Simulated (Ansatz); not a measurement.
Reaction (ligand exchange at a B–C bond): `BCC[SiH3]` + HCl → `BCl` + `CC[SiH3]`

Calculated with Ansatz (gas phase, PBE0-D4/def2-TZVP geometries, no zero-point term in ΔE). CCSD(T)/CBS adds triple-zeta CCSD(T) − MP2 to the extrapolated MP2 energy (def2 sets, frozen cores). This one scheme is used for every species. One conformer a species, not always the lowest.

| species | HF/def2-QZVPP energy (Eh) |
| --- | --- |
| `BCC[SiH3]` | -394.62883 |
| HCl | -460.11222 |
| `BCl` | -485.40446 |
| `CC[SiH3]` | -369.37867 |

Task: Work out ΔE.

Result: ΔE = (-485.40446) + (-369.37867) − (-394.62883) − (-460.11222) = -0.04208 Eh = -26.4 kcal/mol. CCSD(T)/CBS gives -23.1 kcal/mol.

Largest T1 diagnostic among the species: 0.012.

In def2-TZVPP, CCSD(T) changes the Hartree–Fock value by +3.2 kcal/mol (the triples alone add +0.2 kcal/mol) and MP2 by +3.1 kcal/mol. The D4 term adds +1.1 kcal/mol with B3LYP and +0.6 kcal/mol with PBE0; it sums over pairs of atoms, weighted by their polarisabilities, and B3LYP, whose exchange is more repulsive, gets the larger term.

B3LYP here is the variant with VWN-RPA as its local correlation; programs differ in this.
